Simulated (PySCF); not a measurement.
An unknown shows these calculated signals:

1H NMR (300 MHz, computed): δ 8.38 (s, 1H), 5.38 (s, 2H), 1.85 (s, 3H), 1.81 (s, 3H), 1.61 (s, 3H).

13C{1H} NMR (computed): δ 165.6 (CH), 158.0 (C), 128.0 (C), 29.4 (CH3), 23.7 (CH3), 17.8 (CH3).

- NMR shieldings at PBE0/pcSseg-1/GIAO
- GFN2-xTB structure
- program: PySCF 2.14.0 with density-fitted response routines
- gas phase, non-relativistic, averaged over atoms made equivalent by symmetry, fast rotation or ring inversion, a single conformation

Scale: 1H and 13C vs TMS (reference shieldings calculated alike).

Task: Which of these does the molecule contain: a nitrile, a vinyl group CH=CH2, an NH or NH2 group, a non-aromatic C=C double bond, a Si–H bond?

Result: 
- A nitrile: no.
- A vinyl group CH=CH2: no.
- An NH or NH2 group: no.
- A non-aromatic C=C double bond: yes.
- A Si–H bond: yes (δH 5.38 (s)).

The data belong to SMILES CC(C)=C(C)[SiH2]OC=O, C6H12O2Si; they needn't prove each group on their own.

Carbon signals by region: 1 in the far downfield region (above 160 ppm), 2 in the sp2 and nitrile region (100–160 ppm), 3 below 50 ppm. Above 160 ppm: 165.6, carbonyl carbon.

Shifts are as computed. Against solution values, carbons near 30 ppm lie about +3 ppm off and those near 130 ppm about +5 ppm. Of 1309 compounds with measured shifts, 239 miss one by over three times the rms of a fit or turn the order of signals round; such compounds aren't used in these exercises. Multiplicities follow the n + 1 count of equivalent neighbours, as no J values were calculated; m marks all less simple cases, F and P coupling included.
